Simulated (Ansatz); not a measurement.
Species, as SMILES: F[C]F (closed-shell singlet).
Atoms: F1, C2, F3. Bonds: F1-C2, C2-F3.

Basis-set convergence of the optimised C2-F3 bond length at PBE with Ansatz (a program for electronic structure). Cartesian d functions, on some or all atoms, in 6-31G**, 6-31+G*; all else is spherical. The program fits the integrals of some runs and decomposes those of others, by size. No added dispersion term, no relativity. Reference: the value in def2-QZVPPD, 1.3176 Å, itself unsure by roughly 0.0003 Å (its mean distance from pcseg-3, def2-QZVPP, cc-pVQZ). Deviations are taken from unrounded values.

```
basis              functions  optimised C2-F3 bond length (Å)  minus reference (Å)
-----------------  ---------  -------------------------------  -------------------
STO-3G                    15                           1.3837               0.0662
6-31G                     27                           1.3857               0.0682
pcseg-0                   27                           1.3803               0.0628
def2-SVP                  42                           1.3129              -0.0046
pcseg-1                   42                           1.3259               0.0083
6-31G**                   45                           1.3278               0.0102
6-31+G*                   57                           1.3299               0.0123
6-311+G**                 66                           1.3231               0.0055
def2-SVPD                 66                           1.3175              -0.0001
aug-cc-pVDZ               69                           1.3318               0.0142
6-311++G(2d,2p)           81                           1.3204               0.0028
pcseg-2                   90                           1.3188               0.0012
6-311++G(3df,3pd)        117                           1.3156              -0.0019
def2-TZVPPD              117                           1.3186               0.0011
jun-cc-pV(T+d)Z          117                           1.3190               0.0015
aug-cc-pVTZ              138                           1.3192               0.0017
cc-pVQZ                  165                           1.3178               0.0002
def2-QZVPPD              195                           1.3176               0.0000
```
